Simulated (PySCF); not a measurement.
C2H10BN.
Z-matrix (Å and degrees, PBE0-D3(BJ)/def2-SVP geometry), rows numbered from 1:
```
C 
B   1  1.6156
C   2  1.6154  1  115.04
N   2  1.6571  1  105.76  3   116.30
H   1  1.1024  2  109.86  3    65.48
H   1  1.1074  2  113.12  3   -52.82
H   1  1.1057  2  113.95  3  -175.72
H   2  1.2344  1  113.08  3  -132.04
H   3  1.1057  2  113.98  1   175.80
H   3  1.1074  2  113.12  1    52.89
H   3  1.1024  2  109.85  1   -65.39
H   4  1.0221  2  110.45  1   -61.20
H   4  1.0203  2  111.10  1    58.53
H   4  1.0203  2  111.07  1   179.09
```

Method used: delta-SCF UKS SCAN, pcX-2 on the ionised atom, pcseg-1 elsewhere, spin-free X2C in PySCF. Binding energies are ΔSCF values: E(core-ionised, relaxed orbitals) − E(ground state) at a fixed geometry, referred to the vacuum level.

One binding energy is withheld.

| atom(s) | bonded to | level | binding energy (eV) |
| --- | --- | --- | --- |
| B2 | N, 2 C and H | B 1s | 193.86 |
| C1/C3 | 3 H and B | C 1s | ? |
| N4 | 3 H and B | N 1s | 407.82 |

(1) Fill in C 1s for C1/C3.

(2) Which effective nuclear charge Zeff reproduces each element's mean 1s value in the hydrogen-like formula E = 13.606 eV × Zeff²?

Results:

(1) 289.04 eV (sp3 carbon bound to boron).

(2) B (Z = 5): mean 193.9 eV, Zeff = 3.77, Z − Zeff = 1.23; C (Z = 6): mean 289.0 eV, Zeff = 4.61, Z − Zeff = 1.39; N (Z = 7): mean 407.8 eV, Zeff = 5.47, Z − Zeff = 1.53. Means run over the listed sites, weighted by atom count.

Atoms equivalent by their bonding share one computed value, that of the first of them. Geometry: PBE0-D3(BJ)/def2-SVP; no solvent, vibrations or thermal averaging.
